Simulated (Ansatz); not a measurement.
A structure relaxed at PBE0-D4/def2-TZVP, charge 0, multiplicity 1:

Cartesian coordinates in Å:
```
C 0.172 1.695 0.136
O 0.440 0.422 -0.379
Al -0.114 -1.123 -0.089
O 0.521 -2.393 -0.989
Cl -1.574 -1.459 1.372
H -0.585 1.674 0.929
H 1.087 2.130 0.548
H -0.187 2.351 -0.662
H 0.240 -3.298 -0.866
```

(1) Give its formula and SMILES.

(2) Point group (tolerance 0.08 Å, 0.16 Å for H)?

(3) Summarise the bond lengths by kind.

Answers

(1) CH4AlClO2, `C[O][Al]([OH])[Cl]`.

(2) Cs.

(3) 1 × C–O 1.399 Å; 3 × C–H 1.094 to 1.096 Å; 2 × Al–O 1.667 to 1.681 Å; 1 × Al–Cl 2.092 Å; 1 × H–O 0.956 Å.

Computed with Ansatz.
